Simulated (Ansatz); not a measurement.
Bond stretch in GaB, lowest singlet found (which spin is the ground state isn't settled by this scan).

Levels of theory: RKS-PBE = restricted PBE/aug-cc-pVDZ run with Ansatz (a program for electronic structure); RKS-CAM-B3LYP = restricted CAM-B3LYP/aug-cc-pVDZ in Ansatz; FCI = full CI/aug-cc-pVDZ, cores with 3d frozen in Ansatz.

Energies relative to the lowest point of each curve between 2.34 and 3.02 Å, where full CI is lowest, in kcal/mol; the last columns give the error against full CI:

| R / Å | RKS-PBE | RKS-CAM-B3LYP | FCI | RKS-PBE − FCI | RKS-CAM-B3LYP − FCI |
|---|---|---|---|---|---|
| 2.34 | 1.2 | 0.8 | 0.6 | 0.6 | 0.1 |
| 2.45 | 0.4 | 0.0 | 0.0 | 0.4 | 0.0 |
| 2.58 | 0.0 | 0.6 | 0.2 | -0.2 | 0.4 |
| 2.79 | 1.6 | 3.8 | 2.2 | -0.6 | 1.6 |
| 3.02 | 5.2 | 9.0 | 5.5 | -0.3 | 3.5 |
| 3.30 | 10.6 | 16.2 | 9.8 | 0.8 | 6.4 |
| 3.65 | 17.5 | 25.3 | 14.6 | 2.9 | 10.7 |
| 4.04 | 24.3 | 34.4 | 18.5 | 5.9 | 15.9 |
| 4.50 | 30.8 | 43.4 | 21.2 | 9.5 | 22.2 |
| 5.16 | 37.2 | 53.4 | 22.9 | 14.3 | 30.5 |

RKS-PBE is furthest from FCI at 5.16 (14.3 kcal/mol, above); its mean absolute error over the points is 3.6 kcal/mol.

RKS-CAM-B3LYP is furthest from FCI at 5.16 (30.5 kcal/mol, above); its mean absolute error over the points is 9.1 kcal/mol.

The scan ran from 1.49 to 6.98 Å; beyond the distances shown full CI changes its symmetry label. The restricted form behind RKS-PBE, RKS-CAM-B3LYP keeps the bonding electrons paired and can't separate into open-shell fragments.
